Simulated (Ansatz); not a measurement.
ClY, SMILES `[Cl][Y]`, 2 atoms. Total charge 0; spin multiplicity 1. Correlated methods include outer-core shells of Y, which these sets cover unevenly. Y takes the def2 core potential. All runs use 2 threads of an AMD EPYC 7R13 on a shared host. Correlated methods freeze the cores. Open-shell runs search over several starts.

(1) Give the basis size and wall time and peak host memory of each of these runs in Ansatz. UKS ωB97X-V/def2-TZVPP energy of the cation; RKS PBE0-D4/def2-TZVPP energy; RKS SPW92 (LDA)/def2-TZVPP energy; RKS ωB97M-V/def2-SVP energy; RKS PBE0-D4/def2-TZVP frequencies; RKS r2SCANh-D4/def2-TZVPP energy; RKS B3LYP-D4/def2-TZVPP energy and forces; RKS PBE0-D4/def2-TZVP relaxation (5 steps); UKS r2SCAN-D4/def2-TZVPP energy of the cation; direct RPA on PBE orbitals/def2-TZVPP energy; UKS PBE-D4/def2-TZVPP energy of the cation; UKS PBE0-D4/def2-TZVPP energy of the cation. (Best estimate.)

Results:

(1) The calculation gave: Other jobs shared the machine, so times are rough.

```
                                level                   job  functions  wall time  peak host memory (GiB)
               RKS PBE0-D4/def2-TZVPP                energy         98      1.1 s                    0.19
           RKS SPW92 (LDA)/def2-TZVPP                energy         98      1.7 s                    0.15
              RKS B3LYP-D4/def2-TZVPP     energy and forces         98      2.2 s                    0.18
            RKS r2SCANh-D4/def2-TZVPP                energy         98      2.8 s                     0.2
                 RKS ωB97M-V/def2-SVP                energy         49        4 s                     0.2
direct RPA on PBE orbitals/def2-TZVPP                energy         98        5 s                    0.18
                RKS PBE0-D4/def2-TZVP  relaxation (5 steps)         77      6.5 s                    0.16
               UKS PBE0-D4/def2-TZVPP  energy of the cation         98        8 s                    0.28
                UKS PBE-D4/def2-TZVPP  energy of the cation         98       13 s                    0.25
                RKS PBE0-D4/def2-TZVP           frequencies         77       14 s                    0.17
             UKS r2SCAN-D4/def2-TZVPP  energy of the cation         98       23 s                    0.29
               UKS ωB97X-V/def2-TZVPP  energy of the cation         98       28 s                     0.4
```

B3LYP here is the variant with VWN-RPA as its local correlation; programs differ in this.
